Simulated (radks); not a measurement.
The numbers below are computed, except where a source is named.
Q: Xe XXXIII, 22 electrons, occupied as [Ar] 3d2 4s2 (not the ground configuration). Code: a radial shooting solver on a logarithmic mesh with Libxc functionals. Model: Dirac Kohn-Sham, PBE, spin-unpolarised, spherical densities, point nucleus; open shells fill j = l - 1/2 first. Some entries of the table are withheld. Estimate them.

| orbital | occ. | eigenvalue (eV) | <r^2> (bohr^2) | <r> (bohr) |
|---|---|---|---|---|
| 1s1/2 | 2 | -35954.76 | 0.0009638 | 0.02666 |
| 2s1/2 | 2 | -6921.799 | 0.01518 | 0.1133 |
| 2p1/2 | 2 | -6611.240 | 0.01120 | 0.09550 |
| 2p3/2 | 4 | -6282.761 | 0.01243 | 0.1011 |
| 3s1/2 | 2 | -2434.791 | 0.09271 | 0.2851 |
| 3p1/2 | 2 | -2315.603 | (1) | 0.2724 |
| 3p3/2 | 4 | -2240.427 | (2) | 0.2816 |
| 3d3/2 | 2 | (3) | 0.07084 | 0.2470 |
| 3d5/2 | 0 | (4) | 0.07237 | 0.2498 |
| 4s1/2 | 2 | -1201.548 | 0.3497 | 0.5579 |

A: 
(1) 3p1/2 <r^2> (bohr^2): 0.08585
(2) 3p3/2 <r^2> (bohr^2): 0.09158
(3) 3d3/2 eigenvalue (eV): -2053.736
(4) 3d5/2 eigenvalue (eV): -2036.459
